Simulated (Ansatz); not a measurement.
Stepwise reaction of `[SH][GaH2]` with hydrogen fluoride, as a gas-phase model of exchange steps in deposition or etching. ΔE in kJ/mol; ΔG adds harmonic PBE0-D4 terms to CCSD(T)/CBS, at 1 bar.

Isolated molecules relaxed with PBE0-D4/def2-TZVP in Ansatz; ΔE leaves out vibrations. CCSD(T)/CBS is the MP2 limit (def2-TZVPP, def2-QZVPP) plus CCSD(T) − MP2 in def2-TZVPP, frozen cores. This one scheme is used for every species. DFT in def2-TZVPP. B3LYP here is the variant with VWN-RPA as its local correlation; programs differ in this. For Ga outer-core shells are correlated without core-valence functions, which leaves a few kJ/mol of doubt a bond. Scalar relativity is left out up to krypton. Each species was taken in one conformer, which may not be the lowest.

```
step                                        reaction  PBE-D4  B3LYP-D4  ωB97M-V  CCSD(T)/CBS  ΔG(600 K)
   2  `[F][GaH][SH]` + H–F → `[F][Ga]([F])[SH]` + H₂   -50.5     -54.2    -52.0        -49.1      -47.2
```

Task: Give the row of step 1, `[SH][GaH2]` + H–F → `[F][GaH][SH]` + H₂. (An estimate is asked.)

Result: The calculation gave: 
| step | reaction | PBE-D4 | B3LYP-D4 | ωB97M-V | CCSD(T)/CBS | ΔG(600 K) |
| --- | --- | --- | --- | --- | --- | --- |
| 1 | `[SH][GaH2]` + H–F → `[F][GaH][SH]` + H₂ | -72.4 | -75.8 | -73.2 | -68.7 | -67.3 |

Task: By hand: ΔE of the 2 steps together at CCSD(T)/CBS.

Result: (-68.7) + (-49.1) = -117.8 kJ/mol, or -58.9 kJ/mol a step.

In ΔE each step is higher than the one before. All are downhill at CCSD(T)/CBS. ΔG lies between -67.3 and -47.2 kJ/mol a step. PBE-D4 differs from CCSD(T)/CBS by -3.7 to -1.4 kJ/mol a step. Isolated molecules leave out the surface, adducts and barriers. Largest T1 diagnostic: 0.014.
